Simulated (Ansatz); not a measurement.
```yaml
crystal:
  periodic: [false, false, false]
  atoms:
    - {symbol: C, position_ang: [-0.518921, -1.028262, 1.569676]}
    - {symbol: C, position_ang: [0.468522, -0.417817, 0.577347]}
    - {symbol: Si, position_ang: [-0.340983, 0.435531, -0.861945]}
    - {symbol: N, position_ang: [0.833205, 1.192712, -1.832359]}
    - {symbol: F, position_ang: [-1.419510, 1.461490, -0.245448]}
    - {symbol: H, position_ang: [-1.177818, -0.266529, 1.991768]}
    - {symbol: H, position_ang: [-0.003066, -1.519102, 2.398333]}
    - {symbol: H, position_ang: [-1.154071, -1.777958, 1.090270]}
    - {symbol: H, position_ang: [1.139443, -1.184896, 0.175636]}
    - {symbol: H, position_ang: [1.113761, 0.309675, 1.085127]}
    - {symbol: H, position_ang: [-1.127357, -0.468177, -1.736996]}
    - {symbol: H, position_ang: [1.588847, 1.723862, -1.431796]}
    - {symbol: H, position_ang: [0.618347, 1.504871, -2.764814]}
basis:
  gaussian: {orbitals: cc-pVTZ, point_charges: [{charge: -1.00, position_ang: [5.591, -0.684, -0.484]}]}
hamiltonian: {xc: {name: BHLYP}, dispersion: d4}
output: {forces: true}
```

```sh
$ ansatz run in.yaml --threads 4 --pin off --events-out ev --progress --plain --max-ram 10444MiB
```

It prints (some lines left out):

```
Functional definition: BHLYP
1564 factors; their error is unknown
mean field evaluation 1: about -14283.1607 eV, gradient 6.8e1 eV
mean field evaluation 2: about -14283.8413 eV, gradient 6.4e1 eV
mean field evaluation 4: about -14291.7272 eV, gradient 2.0e0 eV
mean field evaluation 8: about -14291.7341 eV, gradient 5.8e-2 eV
mean field evaluation 16: about -14291.8261 eV, gradient 6.1e-5 eV
mean field -14291.82609605 eV, -525.2149216820 hartree, gradient 6.1e-5 eV, S^2 0.000000; 0 other end points of the search recorded, 0 dependent functions left out
reference -14291.82627907 eV, -525.2149284080 hartree; 25, 25 occupied and 241, 241 virtual orbitals, 1564 factors
Total energy: -14292.11694954 eV, -525.2256103509 hartree
Atom 0 at    -0.518921    -1.028262     1.569676 Å, force    -0.128582    -0.083901     0.172698 eV/Å
Atom 1 at     0.468522    -0.417817     0.577347 Å, force     0.179810    -0.030617    -0.002788 eV/Å
Atom 2 at    -0.340983     0.435531    -0.861945 Å, force     0.491902    -0.147173    -0.161931 eV/Å
Atom 3 at     0.833205     1.192712    -1.832359 Å, force    -0.232228     0.402640    -0.109937 eV/Å
Atom 4 at    -1.419510     1.461490    -0.245448 Å, force    -0.122632     0.051951    -0.002526 eV/Å
Atom 5 at    -1.177818    -0.266529     1.991768 Å, force     0.155872    -0.197925    -0.094599 eV/Å
Atom 6 at    -0.003066    -1.519102     2.398333 Å, force    -0.133040     0.133444    -0.235628 eV/Å
Atom 7 at    -1.154071    -1.777958     1.090270 Å, force     0.156083     0.178127     0.125817 eV/Å
Atom 8 at     1.139443    -1.184896     0.175636 Å, force    -0.153596     0.291618     0.157770 eV/Å
Atom 9 at     1.113761     0.309675     1.085127 Å, force    -0.160073    -0.266812    -0.181129 eV/Å
Atom 10 at    -1.127357    -0.468177    -1.736996 Å, force     0.007434     0.123978     0.104422 eV/Å
Atom 11 at     1.588847     1.723862    -1.431796 Å, force    -0.153346    -0.337474    -0.160974 eV/Å
Atom 12 at     0.618347     1.504871    -2.764814 Å, force     0.138102    -0.147484     0.378096 eV/Å
Dipole moment:     0.575659    -0.028981    -0.113042 e Å
```

Hardware: 4 threads of an Arm Neoverse V2 on a shared host. Wall time 4.6 s, peak host memory 0.79 GiB.
